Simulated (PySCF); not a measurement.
**Shapes and spin states of CrH₂**

These are results of PBE/[Cr def2-TZVP, H def2-TZVP], no relativity, density fitting, PySCF, not measurements.

Relaxations began from a few typed shapes and spin states; open shells are unrestricted. The search is not exhaustive: other isomers or separated fragments can lie lower, and high-lying points may rest on an excited occupation.

Problem. Which is the lowest minimum found?
A. quintet C2v: Cr–H 1.637 Å (×2); H–Cr–H 109.2°
B. broken-symmetry Ms = 0 (⟨S²⟩ 1.99) C2v: Cr–H 1.613 Å (×2); H–Cr–H 109.3°
C. quintet D∞h: Cr–H 1.721 Å (×2); H–Cr–H 180.0°
D. broken-symmetry Ms = 1 (⟨S²⟩ 3.02) C2v: Cr–H 1.616 Å (×2); H–Cr–H 108.3°

Solution. A. The others lie at 79.5 (quintet D∞h), 120.1 (broken-symmetry Ms = 1 C2v), 163.8 (broken-symmetry Ms = 0 C2v) kJ/mol above it.

Formally Cr is in oxidation state +2, d4, with 4 unpaired electrons (the high-spin count). The Mulliken spin on Cr is 4.46. The polar-tensor charge on Cr, 0.66, is far below the formal one.

For the lowest minimum: with open d or f shells other occupations or spin states may lie lower.
